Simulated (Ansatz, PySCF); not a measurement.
C$_{3}$H$_{7}$O, charge -1, singlet, at a GFN2-xTB geometry (in this run its highest filled SCF level lies above zero, so its values depend strongly on the basis, on diffuse functions most of all), with bond 7-5 at 2.4 times its length. Base run: CASSCF(2,3)/STO-3G (PySCF).

Input for PySCF:
```python
from pyscf import gto, scf, mcscf
import numpy

mol = gto.M(
    atom='''
O     0.07243737    1.40320982   -0.19733602
C    -0.00374291    0.03902709    0.51456769
H     0.67877388    1.90342080    0.35574421
C    -1.29548155   -0.57666788   -0.04347091
C     1.16825520   -0.77939168   -0.07495182
H    -1.32161314   -0.69032542   -1.14781489
H     1.13893704   -1.06004698   -2.72644720
H    -2.15685030    0.03773779    0.23654104
H     2.12944108   -0.31822607    0.18678398
H    -1.44057069   -1.57307732    0.39121968
H     1.16109647   -1.78668206    0.35908608
''',
    basis='sto-3g',
    charge=-1,
    verbose=4,
)

mf = scf.RHF(mol)
mf.kernel()
mc = mcscf.CASSCF(mf, 3, 2)
mc.fix_spin_(ss=0.0)
mc.kernel()
occ = numpy.linalg.eigvalsh(mc.fcisolver.make_rdm1(mc.ci, mc.ncas, mc.nelecas))[::-1]
ss = mc.fcisolver.spin_square(mc.ci, mc.ncas, mc.nelecas)[0]
print('natural occupations', occ.round(4), ' <S^2>', round(ss, 4))
```

Programs used: Ansatz (a program for electronic structure), PySCF; a row that names a program was run with it.

Variants of this job, named by their change:

```
change                                            ΔE vs base (mEh)                      natural occupations  <S^2> of the state
------------------------------------------------  ----------------  ---------------------------------------  ------------------
base                                                         0.000                           1.35 0.65 0.00                0.00
active space = 6 electrons, 6 orbitals                     -41.809            1.98 1.96 1.38 0.63 0.04 0.02                0.00
solver = newton                                              0.000                           1.35 0.65 0.00                0.00
code = ansatz                                                0.013                                        -                   -
orbitals = fixed (CASCI); correction = SC-NEVPT2            -184.0                           1.45 0.55 0.00                0.00
active space = 2 electrons, 4 orbitals                      -0.003                      1.35 0.65 0.00 0.00                0.00
state_average = 2 states                                     9.401                                        -                   -
active space = 2 electrons, 2 orbitals                       0.000                                1.35 0.65                0.00
correction = SC-NEVPT2                                      -176.7                           1.35 0.65 0.00                0.00
fix_spin_ = off                                              0.000                           1.35 0.65 0.00                0.00
active space = 6 electrons, 8 orbitals                     -43.961  1.97 1.96 1.37 0.63 0.04 0.02 0.00 0.00                0.00
```

Active orbitals are taken around the Fermi level unless the row says otherwise; CASSCF can end in different local minima, and two programs can end on different orbitals. State-averaged rows give the lowest state.
